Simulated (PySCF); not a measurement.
## Static response to an electric field

C2H9NSi.
Structure used (GFN2-xTB), in Å, numbered top down from 1:
```xyz
13
C2H9NSi angstrom
C      1.7255    0.4256    0.2559
N      0.8858   -0.7493    0.2957
Si    -0.6678   -0.8625   -0.4404
C     -1.6722    0.6608    0.0749
H      1.1022    1.3091    0.3711
H      2.4442    0.3988    1.0777
H      2.2825    0.5185   -0.6841
H      1.4414   -1.5917    0.2997
H     -1.2150   -2.1058    0.1079
H     -0.6700   -0.9268   -1.9163
H     -1.5755    0.8595    1.1380
H     -2.7263    0.5114   -0.1376
H     -1.3591    1.5529   -0.4602
```

Level: PBE0/def2-SVPD (PySCF), static field, nuclei fixed, core orbitals frozen in the response. The polarisability tensor in these axes (au):

```
x   65.98  0.64  2.03
y    0.64 60.89  1.98
z    2.03  1.98 55.74
```

**Question.** Give the principal values, the mean and the anisotropy Δα = √{½[(α1 − α2)² + (α2 − α3)² + (α1 − α3)²]}.

**Answer.** Principal values 54.80, 61.26 and 66.55 au; mean 60.87 au = 9.02 Å³ = 10.04 × 10⁻⁴⁰ C²·m²/J; Δα = 10.19 au (17 % of the mean).

**Question.** What is the dipole moment, and where does it point?

**Answer.** (0.73, 0.36, 0.01) D, 0.81 D in size, pointing from the negative to the positive side. Measured along this direction, the outermost atoms are H12 at the negative end and H6 and H7 at the positive end.

**Question.** Along which axes do the principal values lie, and how far do the nuclei extend along each?

**Answer.** Largest value along (0.96, 0.18, 0.21), where the nuclei span 5.20 Å; middle along (-0.23, 0.94, 0.25), 3.42 Å; least along (-0.15, -0.29, 0.94), 2.51 Å. The response follows the extents in order.

**Question.** Estimate the molar refractivity from the static electronic polarisability.

**Answer.** Lorentz–Lorenz: R = (4π/3)N_A α = 2.5225 cm³/(mol·Å³) × 9.02 Å³ = 22.8 cm³/mol, in the limit of long wavelengths.

**Question.** Rayleigh depolarisation ratio (linearly polarised light, static tensor)?

**Answer.** ρ = 3Δα²/(45ᾱ² + 4Δα²) = 311.8/(166728 + 415.8) = 0.00187.

**Question.** Find the Langevin capture rate constant for NO+ (29.998 u) meeting this molecule (75.050 u), k = 2.342 × 10⁻⁹ cm³/s × √(α in Å³ / reduced mass in u).

**Answer.** The reduced mass is 21.43 u, so k = 1.52 × 10⁻⁹ cm³/s. The formula leaves out the permanent dipole, which adds to the capture rate.

The structure is a single GFN2-xTB conformer in the gas phase; no vibrational or solvent corrections.

The run behind these numbers computed excited states as well. Hardware: one thread, Arm Neoverse V2 (aarch64), no GPU, shared host. Cost: 13 s wall (with the writing of density and orbital grids), 0.67 GiB resident at most.
